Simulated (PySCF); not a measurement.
BeH3ISi, SMILES [SiH3][Be][I]. Geometry: B3LYP-D3(BJ)/def2-TZVP. The def2 effective core potentials stand for the cores of I; spin–orbit coupling is left out.

Level of theory: B3LYP-D3(BJ)/def2-TZVP run with PySCF.

Harmonic wavenumbers (cm⁻¹): 149, 149, 236, 485, 485, 831, 891, 950, 950, 2194, 2198, 2198. Rotational constants (GHz): 87.51, 1.008, 1.008; symmetry number 3.

**Question.** Work out the zero-point energy and the ideal-gas rigid-rotor harmonic-oscillator thermochemistry at 298.15 K and 1 atm.

**Answer.** ZPE = ½ Σ hcν = ½ × 11716 cm⁻¹ = 70.08 kJ/mol. H − E(el) = 86.52 kJ/mol. Entropy in J/(mol K): translation 172.58, rotation 98.37, vibration 38.33, total 309.28. G − E(el) = -5.70 kJ/mol. Cp = 75.76 J/(mol K). Modes under 150 cm⁻¹ make the vibrational entropy uncertain.
